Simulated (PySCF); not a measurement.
Species: `CS(=O)(=O)OCC(F)=C(F)F`. The columns A, B, C and D hold Mulliken, IAO, Hirshfeld and ESP-fitted charges (e) of one PBE0/pcSseg-1 density (PySCF), in a shuffled order. Coordinates in Å (GFN2-xTB); the density's dipole moment is (-1.34, 2.71, -1.43) D.

```csv
atom,x,y,z,A,B,C,D
C1,-2.083,1.145,0.574,-0.109,-0.633,-0.627,-0.361
S2,-1.288,-0.430,0.289,+0.564,+1.066,+2.142,+1.103
O3,-0.376,-0.771,1.332,-0.296,-0.470,-0.867,-0.513
O4,-2.235,-1.419,-0.109,-0.306,-0.490,-0.859,-0.494
O5,-0.410,0.002,-1.035,-0.145,-0.365,-0.587,-0.565
C6,0.665,-0.854,-1.300,-0.001,-0.030,-0.080,+0.092
C7,1.875,-0.541,-0.465,+0.030,+0.033,+0.176,+0.059
F8,2.865,-1.444,-0.588,-0.076,-0.149,-0.258,-0.266
C9,2.055,0.492,0.347,+0.139,+0.324,+0.512,+0.578
F10,3.143,0.719,1.063,-0.065,-0.129,-0.230,-0.235
F11,1.174,1.467,0.527,-0.057,-0.137,-0.244,-0.250
H12,-2.830,1.009,1.345,+0.077,+0.242,+0.192,+0.178
H13,-2.538,1.437,-0.361,+0.070,+0.225,+0.193,+0.171
H14,-1.318,1.844,0.881,+0.061,+0.224,+0.194,+0.175
H15,0.915,-0.749,-2.363,+0.065,+0.151,+0.181,+0.172
H16,0.379,-1.897,-1.106,+0.050,+0.139,+0.163,+0.156
```

Problem. Which column most likely holds the ESP-fitted charges?

Solution. B. Σ q r misses the density's dipole by 0.03 D (B), 0.75 D (A), 1.20 D (D), 1.31 D (C). Charges fitted to the outside potential are the only set here that is tied to the molecule's multipoles.

Problem. And the Hirshfeld charges?

Solution. A. The mean sizes are 0.132 e (A), 0.300 e (B), 0.335 e (D), 0.469 e (C), and Hirshfeld charges are commonly the smallest of these schemes.

As computed, A = Hirshfeld, B = ESP-fitted, C = IAO, D = Mulliken. Hydrogens on carbon: Hirshfeld +0.05 to +0.08, ESP-fitted +0.14 to +0.24, IAO +0.16 to +0.19, Mulliken +0.16 to +0.18 e.

The IAO scheme projects the occupied orbitals on a minimal set of polarised atomic orbitals and counts the electrons in each atom's part of it. The ESP scheme is a least-squares fit of atom-centred charges to the potential on four shells outside the van der Waals surface, with the total charge fixed.

One conformer (not necessarily the lowest) at the GFN2-xTB geometry, without solvent, vibrations or thermal averaging.

The run behind these numbers computed NMR shieldings as well. Hardware: an Intel Xeon 6975P-C with one thread, no GPU (shared host). Cost: 37 s (with the writing of density and orbital grids), 0.96 GiB resident at most.

Conformer computed: `[CH3:1][S:2](=[O:3])(=[O:4])[O:5][CH2:6][C:7]([F:8])=[C:9]([F:10])[F:11]`: C1–S2–O5–C6 161°, S2–O5–C6–C7 -82°, O5–C6–C7–F8 173°.
